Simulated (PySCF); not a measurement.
# Working with the constants of KAs

PBE constants of KAs, ³Σ⁻ (triplet), unpaired electrons π ↑↑ (K def2-SVP, As def2-SVP; no relativity (PySCF 2.14); masses 38.9637 and 74.9216 u):

| Item | Value |
| --- | --- |
| ωe | 153.7 cm⁻¹ |
| ωexe | 0.588 cm⁻¹ |
| Be | 0.065538 cm⁻¹ |
| αe | 0.000388 cm⁻¹ |
| De to K + As | 1.24 eV |

(1) What force constant and bond length do these constants imply?

(2) Estimate the centrifugal constant D from the Kratzer relation and find the Dunham coefficient a1.

Spin–orbit coupling is left out. The state was picked by a PBE0 search and need not be the measured ground state.

Answers

(1) Reduced mass μred = 25.633 u; k = 5.8918×10⁻⁷·μred·ωe² (u, cm⁻¹, mdyn/Å) = 0.357 mdyn/Å; Re = √(16.8576/(μred·Be)) (u, cm⁻¹, Å) = 3.168 Å.

(2) D = 4Be³/ωe² = 4.77e-08 cm⁻¹; a1 = −1 − αeωe/(6Be²) = -3.31.
